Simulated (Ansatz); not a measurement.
Reaction (atomization): `[F][GeH2][O]C(F)(F)F` → C• + 4 F• + Ge• + 2 H• + O•

Program: Ansatz. Geometries: PBE0-D4/def2-TZVP. ΔE: electronic, gas phase. CBS: MP2 limit from def2 TZ/QZ plus the TZ coupled-cluster correction, frozen cores. This one scheme is used for every species, atoms too. No spin–orbit coupling; open shells (•) take unrestricted orbitals. Spin–orbit coupling would lower the free atoms: a little for C, F, O; clearly for Ge. Bonds to Ge are less sure, by a few kJ/mol each and by 10 to 20 or more in all where they break to atoms, as the def2 sets lack core-valence functions. Scalar relativity is left out up to krypton. One conformer a species, not always the lowest.

| species | CCSD(T)/CBS(def2) energy (Eh) |
| --- | --- |
| `[F][GeH2][O]C(F)(F)F` | -2589.77367 |
| C• | -37.79194 |
| F• | -99.66871 |
| Ge• | -2076.01830 |
| H• | -0.50000 |
| O• | -75.00631 |

Q: Work out ΔE.

A: ΔE = 4 × (-99.66871) + 2 × (-0.50000) + (-37.79194) + (-2076.01830) + (-75.00631) − (-2589.77367) = 1.28228 Eh = +34.89 eV.

Largest T1 diagnostic among the species: 0.012.

The D4 term adds +0.30 eV with B3LYP and +0.16 eV with PBE0; it sums over pairs of atoms, weighted by their polarisabilities, and B3LYP, whose exchange is more repulsive, gets the larger term. From PBE to PBE0 (25 % exact exchange), in def2-TZVPP and without D4, ΔE moves by −1.37 eV: exact exchange takes away binding that semilocal exchange gives to molecules. In def2-TZVPP, CCSD(T) changes the Hartree–Fock value by +10.60 eV (the triples alone add +0.77 eV) and MP2 by +12.18 eV; breaking electron pairs costs correlation energy, which Hartree–Fock lacks.

B3LYP here is the variant with VWN-RPA as its local correlation; programs differ in this.

For atomizations the MP2-based limit and the directly extrapolated one differ by several kJ/mol either way, and by 10 to 25 for some Ge, Se and Sn compounds, so smaller differences from it don't rank the levels.
